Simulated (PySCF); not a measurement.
Run record: excited-state job, `C=C[C@H](F)[O+](C)[AlH3-]`.

Method: TDDFT wB97X-D/def2-SVPD, vertical, gas phase, core orbitals frozen in the response (PySCF 2.14.0, density-fitted response routines). Geometry: GFN2-xTB. The command runs a driver script over a list of jobs; the input below is this job's line of settings and its coordinates in Å.

Command:
```bash
OMP_NUM_THREADS=1 python probes_run.py task.json out
```

Input:
```
{"job": {"kind": "uv", "xc": "wB97X-D", "basis": "def2-SVPD", "nstates": 8, "ntriplets": 3}, "charge": 0, "multiplicity": 1}
C      2.463375    -0.577175     0.950526
C      1.172900    -0.747969     0.736141
C      0.510148    -0.518916    -0.588403
F      1.334374     0.166978    -1.450059
O     -0.661425     0.210672    -0.435602
C     -1.417462     0.343836    -1.632885
Al    -1.275080     0.840658     1.277722
H      2.897197    -0.773018     1.914518
H      3.125322    -0.223196     0.177580
H      0.486226    -1.105794     1.492798
H      0.296506    -1.479639    -1.097998
H     -2.292773     0.935303    -1.370211
H     -0.833104     0.859717    -2.397334
H     -1.726517    -0.638949    -1.998837
H      0.031301     1.505851     1.833695
H     -1.715284    -0.561156     1.870928
H     -2.402703     1.774829     0.707510
```

Output:
```
coarse grid: 14344 points
cycle   1  E = -575.2824967161  dE =  8.440e-01  |g| = 6.796e-01  |ddm| = 5.834e+00
cycle   2  E = -575.2954903262  dE = -1.299e-02  |g| = 7.102e-01  |ddm| = 2.041e+00
cycle   3  E = -575.3796855795  dE = -8.420e-02  |g| = 6.703e-02  |ddm| = 9.639e-01
cycle   4  E = -575.3804768360  dE = -7.913e-04  |g| = 3.033e-02  |ddm| = 1.374e-01
cycle   5  E = -575.3806724583  dE = -1.956e-04  |g| = 7.229e-03  |ddm| = 6.002e-02
cycle   6  E = -575.3806826035  dE = -1.015e-05  |g| = 3.088e-03  |ddm| = 1.579e-02
cycle   7  E = -575.3806847098  dE = -2.106e-06  |g| = 4.593e-04  |ddm| = 6.273e-03
final grid: 133256 points
cycle   8  E = -575.4693259259  dE = -1.130e-04  |g| = 5.626e-03  |ddm| = 1.758e-01
cycle   9  E = -575.4693268037  dE = -8.778e-07  |g| = 6.119e-03  |ddm| = 2.404e-02
cycle  10  E = -575.4693324518  dE = -5.648e-06  |g| = 5.235e-04  |ddm| = 6.216e-03
cycle  11  E = -575.4693325190  dE = -6.716e-08  |g| = 3.265e-04  |ddm| = 2.987e-03
cycle  12  E = -575.4693325435  dE = -2.452e-08  |g| = 6.774e-05  |ddm| = 6.813e-04
cycle  13  E = -575.4693325447  dE = -1.223e-09  |g| = 2.335e-05  |ddm| = 1.887e-04
cycle  14  E = -575.4693325449  dE = -1.826e-10  |g| = 6.606e-06  |ddm| = 7.889e-05
converged SCF energy = -575.4693325449

Static polarisability (au): isotropic 85.779, principal 73.717 81.212 102.408

Singlet excitations
state   eV       nm        f      main configurations
  1   6.2270    199.1   0.06082   H->L 0.89
  2   6.6023    187.8   0.03014   H-1->L 0.71, H-1->L+2 0.18
  3   7.0331    176.3   0.02908   H->L+2 0.65, H->L+1 0.08
  4   7.1821    172.6   0.05237   H-1->L+2 0.49, H-1->L 0.18, H-1->L+1 0.17
  5   7.4884    165.6   0.16590   H->L+1 0.74, H->L+2 0.10
  6   7.5865    163.4   0.15864   H-1->L+1 0.59, H-1->L+2 0.14, H-2->L 0.13
  7   7.6760    161.5   0.15953   H-2->L 0.62
  8   7.8673    157.6   0.00650   H-1->L+6 0.29, H->L+7 0.16, H->L+3 0.15

Triplet excitations (Tamm-Dancoff, eV): 4.3981 6.1928 6.3635
```

The SCF starts on a coarse grid where the log names one; the energy can jump when the final grid takes over, and dE then counts from the start density on the new grid. H and L stand for HOMO and LUMO; the number after each pair is its weight.

**Question.** How does the lowest singlet excitation compare with the HOMO–LUMO gap?

**Answer.** HOMO -9.23 eV and LUMO 1.02 eV give a gap of 10.25 eV; S1 at 6.23 eV lies 4.02 eV below it.

Main results: HOMO -9.23 eV, LUMO 1.02 eV; lowest singlet 6.23 eV; lowest triplet 4.40 eV (Tamm–Dancoff); mean polarisability 85.8 au.

Time: 45 s wall; peak memory 0.97 GiB. Hardware: one thread, Arm Neoverse V2 (aarch64), shared host.

One conformer stands for the species.
Labels such as C1 count atoms from 1, the log's own numbers from 0.

wB97X-D is run here without its empirical dispersion term; that term would change no orbital, density or response property at a fixed geometry.
